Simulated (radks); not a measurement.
The numbers below are computed, except where a source is named.
Problem. Ionisation of Be, [He] 2s2, to Be+, [He] 2s1, under several functionals. Scalar-relativistic Kohn-Sham, spin-polarised, spherical densities, finite nucleus; open shells are filled with parallel spins first; a radial shooting solver on a logarithmic mesh with Libxc functionals. The NIST Atomic Spectra Database gives 9.323 eV (measured). Rank these functionals by the error of their Delta-SCF ionisation energy: LDA (Slater exchange, Perdew-Zunger correlation); BLYP; exchange-only LDA; r2SCAN.

Solution. From best to worst: LDA (Slater exchange, Perdew-Zunger correlation) 9.044 eV (-0.279); BLYP 8.979 eV (-0.343); r2SCAN 8.792 eV (-0.531); exchange-only LDA 7.641 eV (-1.682).
